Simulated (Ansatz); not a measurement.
Input file for Ansatz (a quantum-chemistry and plane-wave program): R-SVWN5/def2-TZVPP on ClHOSn (SMILES [OH][Sn][Cl]), a point of a torsion scan. Elements past Kr take the def2 small-core potentials; no spin–orbit coupling.

Ansatz 0.2 input:
```yaml
crystal:
  periodic: [false, false, false]
  atoms:
    - {symbol: O, position_ang: [-1.15309319, 0.08802164, 0.18815835]}
    - {symbol: Sn, position_ang: [0.55304822, 1.11166151, -0.11928686]}
    - {symbol: Cl, position_ang: [0.87139235, 0.72471519, -2.44798744]}
    - {symbol: H, position_ang: [-1.62574603, -0.67041840, -0.14580525]}
basis:
  gaussian:
    orbitals: def2-TZVPP
hamiltonian:
  xc: {name: SVWN5}
scf: {lower_state_search: off}
```

Question: What total energy does the run end on?

Answer: -748.1175 hartree.
